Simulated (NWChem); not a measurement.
Molecule: RbF; SMILES [F][Rb]

```xyz
2

Rb     0.0000     0.0000    -0.5000
F      0.0000     0.0000     1.8393
```
Atoms are numbered in this order, from 1.

All runs: NWChem. All runs use the structure optimised with PBE0-D3(BJ)/def2-TZVP. def2 effective core potentials on Rb; no spin-orbit coupling. Vertical excitations in the gas phase; the lowest state need not have the same character in each row.

For level LDA (Slater exchange, VWN5)/def2-SVPD, TDA:

```yaml
lowest excitation, singlet (eV): 3.29
lowest state with f > 0.02, singlet (eV): 3.38
lowest triplet (eV): 3.19
orbital gap (eV): 3.25
```

Question: How do the values read with level B3LYP/def2-SVPD, TDA instead?

Answer: 
- lowest excitation, singlet (eV) = 3.92
- lowest state with f > 0.02, singlet (eV) = 3.98
- lowest triplet (eV) = 3.84
- orbital gap (eV) = 4.65
